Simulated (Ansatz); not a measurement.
Reaction (ligand exchange at the Si–O bond): `[NH2][Ge][O][SiH3]` + `[OH][Mg][O][SiH3]` → `[SiH3][O][Mg][O][SiH3]` + `[NH2][Ge][OH]`

Program: Ansatz. Geometries: PBE0-D4/def2-TZVP. ΔE: electronic, gas phase. CBS: MP2 limit from def2 TZ/QZ plus the TZ coupled-cluster correction, frozen cores. DFT in def2-TZVPP. HSE06 is defined as in plane-wave codes. For Ge, Mg outer-core shells are correlated without core-valence functions, which leaves a few kJ/mol of doubt a bond. Scalar relativity is left out up to krypton. One conformer a species, not always the lowest.

```
        level  ΔE (kcal/mol)
     BHLYP-D4           -2.9
        HSE06           -3.9
    CAM-B3LYP           -3.5
MP2/CBS(def2)           -3.9
```

Q: What does CCSD(T)/CBS give? (Estimate.)

A: Ansatz gave: -4.4 kcal/mol. The listed levels differ from it by 1.5, 0.5, 0.9, 0.5 kcal/mol.

Largest T1 diagnostic among the species: 0.014.

Leaving LDA and LC-ωPBE aside and taking each functional with its dispersion term where it has one, the values, not all of them listed here, spread over 1.2 kcal/mol, from B97M-V to BHLYP-D4. At CCSD(T), def2-SVP lies +1.3 kcal/mol from the extrapolated value and def2-TZVPP +0.7 kcal/mol. The D4 term adds +0.8 kcal/mol with B3LYP and +0.5 kcal/mol with PBE0; it sums over pairs of atoms, weighted by their polarisabilities, and B3LYP, whose exchange is more repulsive, gets the larger term.

B3LYP here is the variant with VWN-RPA as its local correlation; programs differ in this.
